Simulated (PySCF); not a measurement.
Atoms are numbered as in `[F:1]/[CH:2]=[C:3]1[CH:4]=[C:5]\1[C:6]([F:7])([F:8])[F:9]`. Hydrogens are named by the atom that carries them.

Geometry: GFN2-xTB; GIAO shifts from PySCF 2.14, gas phase, non-relativistic, averaged over equivalent atoms.

At PBE0/pcSseg-1 (163 basis functions, 28 s wall time on 1 thread of an Arm Neoverse V1, shared host):
```json
{"atoms": "F7/F8/F9", "δ (ppm)": "-74.6"}
{"atoms": "F1", "δ (ppm)": "-190.8"}
{"atoms": "C4", "δ (ppm)": "140.0"}
{"atoms": "C5", "δ (ppm)": "132.3"}
{"atoms": "C2", "δ (ppm)": "130.2"}
{"atoms": "C6", "δ (ppm)": "129.4"}
{"atoms": "C3", "δ (ppm)": "103.5"}
{"atoms": "H(C4)", "δ (ppm)": "8.36"}
{"atoms": "H(C2)", "δ (ppm)": "7.04"}
```

References, each an isolated molecule treated in the same way: ¹⁹F (σref 170.95) against CFCl3; ¹³C (σref 186.93) and ¹H (σref 31.72) vs TMS.

Task: What do these become at HCTH407/pcSseg-1?

Result: 
| atoms | δ at HCTH407/pcSseg-1 | change |
| --- | --- | --- |
| F7/F8/F9 | -85.0 | -10.4 |
| F1 | -191.5 | -0.7 |
| C4 | 131.6 | -8.4 |
| C5 | 127.5 | -4.8 |
| C2 | 127.3 | -2.9 |
| C6 | 131.2 | +1.8 |
| C3 | 98.9 | -4.6 |
| H(C4) | 8.08 | -0.28 |
| H(C2) | 7.00 | -0.04 |

Shifts are taken against calculated references (same method and geometry level): ¹⁹F (149.24 ppm) vs CFCl3; ¹³C (183.64 ppm) and ¹H (31.67 ppm) against TMS.

The largest change is at F7/F8/F9 (fluorine of a CF3 group). Cost: 163 basis functions, 25 s wall time on 1 thread of an Arm Neoverse V1, shared host. The order of the carbon signals changes between the two levels.

Unscaled 19F shifts against computed CFCl3 carry errors that often reach 10 to 50 ppm.
